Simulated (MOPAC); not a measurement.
MOPAC input (MNDO):

```
MNDO 1SCF CHARGE=1 GEO-OK AUX(PRECISION=9) THREADS=1
H7N2O2Si

N    -0.62356900 1    1.47173400 1   -0.63993200 1
Si   -0.17952900 1   -0.03579200 1   -0.08657300 1
N    -1.16421800 1   -0.59941700 1    1.12993900 1
O     0.46507300 1   -1.18615800 1   -1.01527100 1
O     1.50948600 1    0.33905200 1    0.58010300 1
H    -0.04196600 1    2.05294600 1   -1.22416900 1
H    -1.58183400 1    1.78594600 1   -0.62191400 1
H    -1.75188800 1   -0.01302500 1    1.70160900 1
H    -1.26819800 1   -1.58011100 1    1.34036200 1
H     0.03090400 1   -1.57130400 1   -1.78173800 1
H     2.20400200 1   -0.32620200 1    0.43926700 1
H     1.64043200 1    0.82346400 1    1.40989700 1
```

Output:

```
 *******************************************************************************
 **                                                                           **
 **                              MOPAC v23.2.5                                **
 **                                                                           **
 *******************************************************************************
 ** MOPAC's Digital Object Identifier: https://doi.org/10.5281/zenodo.6511958 **
 **                                                                           **
 ** Please cite the open-source release paper for use of this MOPAC version:  **
 ** J. E. Moussa and J. J. P. Stewart (2026)                                  **
 ** MOPAC: An open-source semiempirical molecular orbital program             **
 ** J. Open Source Softw., 11(119), 8025, https://doi.org/10.21105/joss.08025 **
 *******************************************************************************

                              MNDO CALCULATION RESULTS

 *******************************************************************************
 *  MNDO       - The MNDO Hamiltonian to be used
 *  GEO-OK     - OVERRIDE INTERATOMIC DISTANCE AND OTHER SAFETY CHECKS
 *
 *
 *
 *                 CHARGE ON SYSTEM = +1
 *
 *
 *
 *  1SCF       - DO 1 SCF AND THEN STOP
 *  AUX        - OUTPUT AUXILIARY INFORMATION
 *******************************************************************************
MNDO 1SCF CHARGE=1 GEO-OK AUX(PRECISION=9) THREADS=1
 H7N2O2Si

   ATOM   CHEMICAL          X               Y               Z
  NUMBER   SYMBOL      (ANGSTROMS)     (ANGSTROMS)     (ANGSTROMS)

     1       N         -0.62356900  *   1.47173400  *  -0.63993200  *
     2      Si         -0.17952900  *  -0.03579200  *  -0.08657300  *
     3       N         -1.16421800  *  -0.59941700  *   1.12993900  *
     4       O          0.46507300  *  -1.18615800  *  -1.01527100  *
     5       O          1.50948600  *   0.33905200  *   0.58010300  *
     6       H         -0.04196600  *   2.05294600  *  -1.22416900  *
     7       H         -1.58183400  *   1.78594600  *  -0.62191400  *
     8       H         -1.75188800  *  -0.01302500  *   1.70160900  *
     9       H         -1.26819800  *  -1.58011100  *   1.34036200  *
    10       H          0.03090400  *  -1.57130400  *  -1.78173800  *
    11       H          2.20400200  *  -0.32620200  *   0.43926700  *
    12       H          1.64043200  *   0.82346400  *   1.40989700  *

          CARTESIAN COORDINATES

    NO.       ATOM           X           Y           Z

     1         N         -0.6236      1.4717     -0.6399
     2        Si         -0.1795     -0.0358     -0.0866
     3         N         -1.1642     -0.5994      1.1299
     4         O          0.4651     -1.1862     -1.0153
     5         O          1.5095      0.3391      0.5801
     6         H         -0.0420      2.0529     -1.2242
     7         H         -1.5818      1.7859     -0.6219
     8         H         -1.7519     -0.0130      1.7016
     9         H         -1.2682     -1.5801      1.3404
    10         H          0.0309     -1.5713     -1.7817
    11         H          2.2040     -0.3262      0.4393
    12         H          1.6404      0.8235      1.4099

  H: (MNDO): M.J.S. DEWAR, W. THIEL, J. AM. CHEM. SOC., 99, 4899, (1977)
  N: (MNDO): M.J.S. DEWAR, W. THIEL, J. AM. CHEM. SOC., 99, 4899, (1977)
  O: (MNDO): M.J.S. DEWAR, W. THIEL, J. AM. CHEM. SOC., 99, 4899, (1977)
 Si: (MNDO): M.J.S.DEWAR, ET. AL. ORGANOMETALLICS  5, 375 (1986)

           Empirical Formula: H7 N2 O2 Si  =    12 atoms

      MOLECULAR POINT GROUP   :   C1

      RHF CALCULATION, NO. OF DOUBLY OCCUPIED LEVELS = 16

 -------------------------------------------------------------------------------
 MNDO 1SCF CHARGE=1 GEO-OK AUX(PRECISION=9) THREADS=1
 H7N2O2Si

     1SCF WAS SPECIFIED, SO BFGS WAS NOT USED
     SCF FIELD WAS ACHIEVED

                              MNDO CALCULATION
                                                       MOPAC v23.2.5 Linux

          FINAL HEAT OF FORMATION =        -26.53167 KCAL/MOL =    -111.00853 KJ/MOL

          COSMO AREA              =        118.97 SQUARE ANGSTROMS
          COSMO VOLUME            =        105.74 CUBIC ANGSTROMS

          IONIZATION POTENTIAL    =         15.047527 EV
          HOMO LUMO ENERGIES (EV) =        -15.048 -3.911
          NO. OF FILLED LEVELS    =         16
          MOLECULAR WEIGHT        =         95.1530         POINT GROUP:  C1

          MOLECULAR DIMENSIONS (Angstroms)

            Atom       Atom       Distance
            H     9    H     6     4.61298
            H    11    H     7     4.28540
            H    10    H    12     4.09968

          SCF CALCULATIONS        =          1

   ATOM   CHEMICAL          X               Y               Z
  NUMBER   SYMBOL      (ANGSTROMS)     (ANGSTROMS)     (ANGSTROMS)

     1       N         -0.62356900  *   1.47173400  *  -0.63993200  *
     2      Si         -0.17952900  *  -0.03579200  *  -0.08657300  *
     3       N         -1.16421800  *  -0.59941700  *   1.12993900  *
     4       O          0.46507300  *  -1.18615800  *  -1.01527100  *
     5       O          1.50948600  *   0.33905200  *   0.58010300  *
     6       H         -0.04196600  *   2.05294600  *  -1.22416900  *
     7       H         -1.58183400  *   1.78594600  *  -0.62191400  *
     8       H         -1.75188800  *  -0.01302500  *   1.70160900  *
     9       H         -1.26819800  *  -1.58011100  *   1.34036200  *
    10       H          0.03090400  *  -1.57130400  *  -1.78173800  *
    11       H          2.20400200  *  -0.32620200  *   0.43926700  *
    12       H          1.64043200  *   0.82346400  *   1.40989700  *

                             CARTESIAN COORDINATES

   1    N       -0.623569000     1.471734000    -0.639932000
   2   Si       -0.179529000    -0.035792000    -0.086573000
   3    N       -1.164218000    -0.599417000     1.129939000
   4    O        0.465073000    -1.186158000    -1.015271000
   5    O        1.509486000     0.339052000     0.580103000
   6    H       -0.041966000     2.052946000    -1.224169000
   7    H       -1.581834000     1.785946000    -0.621914000
   8    H       -1.751888000    -0.013025000     1.701609000
   9    H       -1.268198000    -1.580111000     1.340362000
  10    H        0.030904000    -1.571304000    -1.781738000
  11    H        2.204002000    -0.326202000     0.439267000
  12    H        1.640432000     0.823464000     1.409897000

           Empirical Formula: H7 N2 O2 Si  =    12 atoms

      MOLECULAR POINT GROUP   :   C1

                  EIGENVALUES
 -48.62203 -44.36496 -38.15010 -36.07760 -26.35932 -24.71057 -22.96273 -21.99964
 -21.59597 -21.01284 -20.60405 -19.83572 -18.29799 -17.24886 -15.51747 -15.04753
  -3.91084  -2.79354  -1.66667  -1.31109  -1.02169  -0.05151   1.20423   1.35057
   1.80998   2.01334   2.25208

              NET ATOMIC CHARGES AND DIPOLE CONTRIBUTIONS

  ATOM NO.   TYPE          CHARGE      No. of ELECS.   s-Pop       p-Pop
    1          N          -0.720520        5.7205     1.50398     4.21654
    2         Si           1.793935        2.2061     0.80407     1.40199
    3          N          -0.722215        5.7222     1.49953     4.22269
    4          O          -0.658032        6.6580     1.77814     4.87989
    5          O          -0.320545        6.3205     1.71620     4.60434
    6          H           0.189426        0.8106     0.81057
    7          H           0.192620        0.8074     0.80738
    8          H           0.195040        0.8050     0.80496
    9          H           0.192258        0.8077     0.80774
   10          H           0.264776        0.7352     0.73522
   11          H           0.301413        0.6986     0.69859
   12          H           0.291843        0.7082     0.70816
 DIPOLE           X         Y         Z       TOTAL
 POINT-CHG.     2.034     0.696     1.417     2.575
 HYBRID        -0.389    -0.071     0.066     0.401
 SUM            1.646     0.624     1.483     2.302

          ATOMIC ORBITAL ELECTRON POPULATIONS

     Atom    s        px        py        pz
    1  N   1.50398   1.16999   1.35263   1.69392
    2 Si   0.80407   0.40864   0.49862   0.49474
    3  N   1.49953   1.58222   1.12994   1.51053
    4  O   1.77814   1.71744   1.67502   1.48743
    5  O   1.71620   1.50042   1.57982   1.52411
    6  H   0.81057
    7  H   0.80738
    8  H   0.80496
    9  H   0.80774
   10  H   0.73522
   11  H   0.69859
   12  H   0.70816

 **********************
 *                    *
 * JOB ENDED NORMALLY *
 *                    *
 **********************

 == MOPAC DONE ==
```

The dipole moment of an ion depends on the origin.

The geometry given is a B3LYP-D3(BJ)/def2-TZVP minimum.
